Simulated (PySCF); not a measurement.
RuF6: what the settings change

The complex RuF6 (charge 0) contains Ru(VI), shell d2. The structure is a PBE0-D3(BJ)/def2-TZVP geometry optimised for multiplicity 3; coordination octahedral, point group Oh, metal–donor distances 1.81 Å.

The d shell alone is too small an active space for RuF6 (an active orbital has only 0.53 squared overlap with the free ion's shell): its levels, fitted parameters, g values and moments show what this model gives and aren't sound predictions.

```
7

Ru    0.0000    0.0000    0.0000
F     0.0000    1.8072    0.0000
F     0.0000   -1.8072    0.0000
F     0.0000    0.0000    1.8072
F     0.0000    0.0000   -1.8072
F     1.8072    0.0000    0.0000
F    -1.8072    0.0000    0.0000
```

Method (PySCF 2.14, density fitting): CASSCF(2,5) with orbitals averaged over all microstates of the shell, strongly contracted NEVPT2 on the averaged canonical orbitals; basis x2c-TZVPall on the metal, x2c-SVPall elsewhere; spin-free X2C; gas phase; spin-orbit coupling by state interaction with the mean-field operator over all roots.

Base run: NEVPT2 ground state 3T1g, next 1Eg at 6695, then 1T2g at 7164 cm⁻¹, 10Dq(CASSCF) 41466, B(CASSCF) 680, ζ 1035 cm⁻¹, μeff(300 K) 1.70 μB.

Problem. What happens with the basis x2c-TZVPall on all atoms?

Solution. NEVPT2 ground state 3T1g, next 1Eg at 6852, then 1T2g at 7257 cm⁻¹, 10Dq(CASSCF) 41524, B(CASSCF) 683, ζ 1043 cm⁻¹, μeff(300 K) 1.70 μB. It took 62 s against 24 s on a shared host of the same kind.

Problem. What happens with orbitals averaged over the highest spin alone?

Solution. NEVPT2 ground state 3T1g, next 1Eg at 6772, then 1T2g at 7192 cm⁻¹, 10Dq(CASSCF) 41510, B(CASSCF) 682, ζ 1041 cm⁻¹, μeff(300 K) 1.70 μB.

No frequencies were computed for the optimised geometry. Charge-transfer states lie outside this active space and may come lower than some of these levels. The ground state is orbitally degenerate in this regular structure, which would distort (Jahn–Teller), so its moment is that of the undistorted model. NEVPT2 on the d shell alone tends to put d–d bands too high for such charged or covalently bound ions.
